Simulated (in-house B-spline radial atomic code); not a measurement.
Cr. Computed with a B-spline radial atomic code. Model: non-relativistic spherical atom: semilocal Troullier-Martins pseudo-atom, one channel per l, against all electrons, high spin, G0W0 and RPA with empty states to l = 8, local potential for every l without a channel, a model core (radius 0 = none) keeps its share of the functional.

What the tables leave out is listed at the end.

The pseudopotential gives back the lowest level of each angular momentum of its own functional in the configuration it was made in; a second state of the same l is only approximately right. Exact exchange, RPA and GW see the smooth pseudo-orbitals and miss the exchange with the core, for which the functional's share stands in. The column with an uncorrelated core keeps all orbitals and exact exchange, and so separates missing core correlation from pseudisation. Only the three outermost levels and the lowest empty one were computed. RPA here is direct RPA, with no exchange kernel, and its energies carry an (l + 1/2)⁻⁴ tail. A hybrid on a potential with a model core restores only its own semilocal share of the core's exchange.

Command:
```bash
python run_psgw.py task.json out
```
Settings (lengths in bohr, energies in hartree):
```
Z                      24
electrons              24
configuration          [Ar] 3d5 4s1
generated_in           [Ar] 3d5 4s1
functional             pbe,pbe
core_shells            3
radius_factor          1.3
core_correction        False
ion_configuration      [Ar] 3d5
```

Time taken, with all properties: 61 s on 1 thread of Intel(R) Xeon(R) Platinum 8259CL CPU @ 2.50GHz (Skylake/Cascade Lake), on a shared host.

Given: made with PBE; model core radius 0 bohr; local radius 1.332 bohr; mean-field start PBE0.

Valence shells of the generating configuration: 3s, 3p, 4s, 3d.

Channel: s 1.017, p 1.036, d 3.12 (radii in bohr).

Computed: largest level miss in the spin-unpolarised generating configuration 0.064 eV; valence RPA correlation energy all-electron orbitals -0.83437 hartree; valence RPA correlation energy pseudo -0.72176 hartree; all-electron RPA polarisability, core included 43.227 bohr³; ionisation by mean-field pseudo minus all 0.159 eV; ionisation by RPA all-electron 7.1765 eV; ionisation by RPA pseudo minus all 0.444 eV.

```csv
level,occupied,mean-field all-electron (eV),mean-field pseudo minus all (eV),G0W0 all-electron (eV),G0W0 uncorrelated core minus all (eV),G0W0 pseudo minus all (eV),exchange self-energy all-electron (eV),exchange self-energy pseudo (eV)
4s up,1,-4.8496,-0.105,-7.1889,0.007,-0.304,-9.7467,-9.8918
```

What is the pseudo-atom RPA polarisability?

41.553 bohr³.

What is the ionisation by mean-field all-electron?

6.9264 eV.

Given: mean-field start Hartree-Fock.

Computed: valence RPA correlation energy all-electron orbitals -0.71486 hartree; valence RPA correlation energy pseudo -0.62852 hartree; all-electron RPA polarisability, core included 34.084 bohr³; pseudo-atom RPA polarisability 30.207 bohr³; ionisation by mean-field all-electron 5.9017 eV; ionisation by mean-field pseudo minus all 0.429 eV.

```tsv
level	occupied	mean-field all-electron (eV)	mean-field pseudo minus all (eV)	G0W0 all-electron (eV)	G0W0 uncorrelated core minus all (eV)	G0W0 pseudo minus all (eV)	exchange self-energy all-electron (eV)	exchange self-energy pseudo (eV)
4s up	1	-6.0422	-0.481	-6.815	0.006	-0.559	-8.7077	-9.3903
3d up	1	-10.169	0.606	-9.1246	0.089	-0.068	-33.629	-26.359
3p down	1	-50.065	-2.282	-47.852	0.135	-2.407	-40.779	-37.111
```

What is the ionisation by RPA pseudo minus all?

0.496 eV.

What is the ionisation by RPA all-electron?

6.7917 eV.

Among the listed levels the largest G0W0 shift of the pseudo-atom is -2.41 eV, for 3p down on the Hartree-Fock start, while leaving the core uncorrelated moves that level by +0.14 eV. So pseudisation and the lost core exchange, not the missing core correlation, make the error. Not in the tables (levels of low weight, unsolved or above zero; the highest and the empty levels are kept at any weight): on PBE, a start not tabulated, the G0W0 levels 3d up (pseudo minus all -0.13 eV, weights 0.52 and 0.47), 4s up (pseudo minus all -0.19 eV, weights 0.72 and 0.72), 3p down (pseudo minus all -1.40 eV, weights 0.04 and 0.00); on PBE0 the G0W0 levels 3d up (pseudo minus all -0.08 eV, weights 0.74 and 0.70), 3p down (pseudo minus all -1.66 eV, weights 0.64 and 0.66), 4p up (pseudo minus all +0.02 eV, weights 0.94 and 0.94).
